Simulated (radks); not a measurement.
Effect of the nuclear size on the phosphorus ion P+, [Ne] 3s2 3p2. Calculated with a radial shooting solver on a logarithmic mesh with Libxc functionals: Dirac Kohn-Sham, PBE, spin-unpolarised, spherical densities, finite nucleus; open shells fill j = l - 1/2 first; Fermi nuclear charge, rms radius 3.1889 fm. The rms radius is varied about that value; shifts are against it.

\begin{tabular}{lrrrr}
rms radius (fm) & total energy shift (eV) & density at nucleus (e/bohr^3) & 1s1/2 shift (meV) & 2s1/2 shift (meV) \\ \hline
2.65 & -0.00229 & 2396 & -0.957 & -0.064 \\
2.9912 & -0.000889 & 2392 & -0.371 & -0.025 \\
3.1889 & 0 & 2390 & 0.000 & 0.000 \\
3.3834 & 0.000929 & 2387 & 0.388 & 0.026 \\
3.8075 & 0.00314 & 2383 & 1.31 & 0.088 \\
\end{tabular}

Slopes of the eigenvalues against <r^2> in GHz/fm^2, as finite differences over the two radii next to the reference (eigenvalue slopes, not the field-shift constants of lines): 1s1/2 73.4, 2s1/2 4.92.
